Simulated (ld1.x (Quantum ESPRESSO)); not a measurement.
# Pb (Z = 82), TM: configuration errors across variants

lead (Pb), norm-conserving Troullier–Martins (Kleinman–Bylander form), made with ld1.x (Quantum ESPRESSO) 7.5 (PW91, scalar-relativistic). Core [Xe] 4f14, reference 5d10 6s2 6p2. Waves: 6p (bound): rc 2.45 bohr; 5d (bound): rc 1.80 bohr; 6s (bound): rc 1.80 bohr. Local part: the s channel. Core correction: a·sin(br)/r model core, default radius (core density twice the valence density).

All-electron excitation energies from the reference (eV): (1) 5d10 6s2 6p1 6.631; (2) 5d10 6s2 6p0 20.152; (3) 5d10 6s1 6p0 52.670; (4) 5d10 6s0 6p0 95.494; (5) 5d10 6s2 6p1.5 2.517; (6) 5d10 6s1 6p3 8.763; (7) 5d9 6s2 6p3 19.309.

The default core radius of the base comes out at 0.89 bohr.

Errors AE − PS in meV (a dash: test not solved or not reliable):

```csv
change,(1),(2),(3),(4),(5),(6),(7),bound ghosts
base,-3.4,-18,-45,-115,-1.0,-5.9,-194,none
core correction none,-2.7,-11,–,+23,–,-2.9,-161,none
core correction a·sin(br)/r model core inside 0.76 bohr,-3.4,-18,-45,-115,-1.0,-5.9,-194,none
core correction a·sin(br)/r model core inside 0.88 bohr,-3.4,-18,-45,-115,-1.0,-5.9,-194,none
core correction a·sin(br)/r model core inside 1.06 bohr,-3.4,-18,-45,-115,-1.0,-5.9,-193,none
core correction a·sin(br)/r model core inside 1.22 bohr,-3.4,-18,-44,-113,-1.0,-5.9,-191,none
core correction a·sin(br)/r model core inside 1.44 bohr,-3.3,-17,-43,-110,-1.0,-5.8,-183,none
core correction a·sin(br)/r model core inside 1.62 bohr,-3.3,-17,-41,-103,-1.0,-5.6,-175,none
core correction a·sin(br)/r model core inside 1.94 bohr,-3.3,-17,-36,-80,-1.0,-4.9,-166,none
core correction a·sin(br)/r model core inside 2.18 bohr,-3.2,-16,-29,-52,-1.0,-4.3,-163,none
```

Give the same row for: core correction a·sin(br)/r model core inside 1.80 bohr.

-3.3, -17, -39, -93, -1.0, -5.3, -169; bound ghosts: none.
